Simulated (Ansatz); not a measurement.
Total energies of C₂H₄FGa.

| atom | x (Å) | y (Å) | z (Å) |
| --- | --- | --- | --- |
| F1 | 1.602 | -1.074 | 0.478 |
| C2 | 0.337 | -0.694 | 0.680 |
| C3 | -0.512 | -0.545 | -0.333 |
| Ga4 | 0.500 | 2.015 | 0.210 |
| H5 | 0.092 | -0.609 | 1.732 |
| H6 | -0.213 | -0.708 | -1.359 |
| H7 | -1.542 | -0.286 | -0.129 |
| H8 | -0.264 | 1.900 | -1.281 |

Total charge 0; spin multiplicity 1. Correlated methods include outer-core shells of Ga, which these sets cover unevenly. Scalar relativity is left out up to krypton. The bonds changed during the relaxation, so this is another structure than the one it started from. Geometry: relaxed with PBE0-D4/def2-TZVP. Basis def2-TZVPP, the Gaussian-basis code of Ansatz.

RPA on PBE orbitals: Hartree–Fock energy of these orbitals -2100.69333 Eh, correlation -1.26472 Eh (frozen core).

```json
{"functional": "r2SCANh", "energy without D4 (Eh)": "-2103.19593", "D4 term (kJ/mol)": "-3.9"}
{"functional": "HSE06 (plane-wave form)", "energy without D4 (Eh)": "-2102.86393", "D4 term (kJ/mol)": "-12.7"}
```

(1) Give the same for LDA (SPW92), PBE, revPBE, BLYP, r2SCAN, B97M-V, PBE0, B3LYP, r2SCAN0, BHLYP, CAM-B3LYP, LC-ωPBE, ωB97X-V, ωB97M-V, B2PLYP, PBE-QIDH. (An estimate is asked.)

B3LYP takes the VWN-RPA correlation (the form of Gaussian; ORCA's B3LYP/G). HSE06 is the plane-wave form, built on full-range PBE exchange. The double hybrids freeze the cores in their second-order part.

Answers

(1) Ansatz gave: 
| functional | energy without D4 (Eh) | D4 term (kJ/mol) |
| --- | --- | --- |
| LDA (SPW92) | -2098.91687 | – |
| PBE | -2102.83070 | -16.2 |
| revPBE | -2103.12956 | -49.8 |
| BLYP | -2103.35679 | -36.1 |
| r2SCAN | -2103.21695 | -3.7 |
| B97M-V | -2102.91866 | – |
| PBE0 | -2102.87310 | -13.6 |
| B3LYP | -2103.38299 | -26.5 |
| r2SCAN0 | -2103.16595 | -4.4 |
| BHLYP | -2103.20822 | -20.8 |
| CAM-B3LYP | -2103.37177 | -13.8 |
| LC-ωPBE | -2102.94914 | – |
| ωB97X-V | -2103.08081 | – |
| ωB97M-V | -2103.15196 | – |
| B2PLYP | -2102.82945 | – |
| PBE-QIDH | -2102.50261 | – |

LC-ωPBE has ω = 0.4 bohr⁻¹.
